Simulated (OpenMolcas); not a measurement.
## Ta2+: moving or changing the point charges

Ta2+ among 8 point charges of -1.2 e arranged as a cube (Oh), 2.21 Å from the ion.
```
   1.2759    1.2759    1.2759  -1.20
   1.2759    1.2759   -1.2759  -1.20
   1.2759   -1.2759    1.2759  -1.20
   1.2759   -1.2759   -1.2759  -1.20
  -1.2759    1.2759    1.2759  -1.20
  -1.2759    1.2759   -1.2759  -1.20
  -1.2759   -1.2759    1.2759  -1.20
  -1.2759   -1.2759   -1.2759  -1.20
```

| Property | Result |
| --- | --- |
| Program | OpenMolcas 26.06 |
| Method | CASSCF |
| Basis | ANO-RCC-VTZP [8s7p5d3f2g1h] |
| Scalar Hamiltonian | DKH2, point nucleus |
| Active space | 3 electrons in 5 orbitals (5d) |
| State averaging | 2S+1 = 4 even, 10 roots; 2S+1 = 2 even, 40 roots |
| Spin-orbit coupling | state interaction with AMFI integrals over the reference wave functions |

Runs around this geometry, states (labels of O, the rotations of Oh). Energies in cm-1 above the lowest state or level, χT in cm3 K/mol; under a threefold ground state the first gap can be a small split of the lowest multiplet, not the spin-orbit step; 10Dq and B are least-squares fits to the states below 45000 cm-1, weighted by degeneracy, with a free offset, and given where the rms deviation is under 5 % of |10Dq| (or 100 cm-1) and under 700 cm-1; 10Dq is negative for this site.

```
R (Å)  q (e)  Ground state  First state of that spin    10Dq  B (rms of fit)  First gap with spin-orbit (degeneracies)  χT at 300 K  First state of another spin
 2.21  -0.96           4T1                  4T2 7745   -9330       629 (338)                               1687 (4, 2)        0.287                      2E 3155
 2.21   -1.2           4T1                 4T2 10335  -12495       564 (603)                               2169 (4, 2)        0.331                     2E 423.1
 2.37   -1.2           4T1                  4T2 7120   -8555       651 (320)                               1626 (4, 2)        0.272                      2E 3942
```

Taking |10Dq| as R^-n, n = -ln(8555 / 12495) / ln(2.37 / 2.21) = 5.4 between the shortest and longest distance. The point-charge formula for a cubic d site gives n = 5.

Scaling the charges by -0.96 / -1.2 = 0.80 scales |10Dq| by 9330 / 12495 = 0.75; with fixed orbitals a first-order splitting would follow the charge.

Without dynamic correlation the repulsion within the d shell is too large (B by tens of per cent), so at a given field states of lower spin stand too high. This shell can be high or low spin here, a state of another spin lies low, and with metal d orbitals alone active their balance is uncertain, so the ground spin may be wrong. Point charges give a weaker field than real ligands, and real ions of this kind are as a rule low spin; the high spin found here belongs to the model. An orbital triplet at a regular site is open to Jahn-Teller coupling, which can distort the site and quench the lowest spin-orbit gaps and is left out (holds for R = 2.21, q = -0.96; R = 2.37, q = -1.2). Spin-orbit coupling mixes the spin-free states strongly: the lowest level takes only 64 % from its leading state, 4T1 (holds for R = 2.21, q = -1.2). Point charges carry no covalency, so the field is a model and not that of real ligands. No measured value stands beside these numbers.
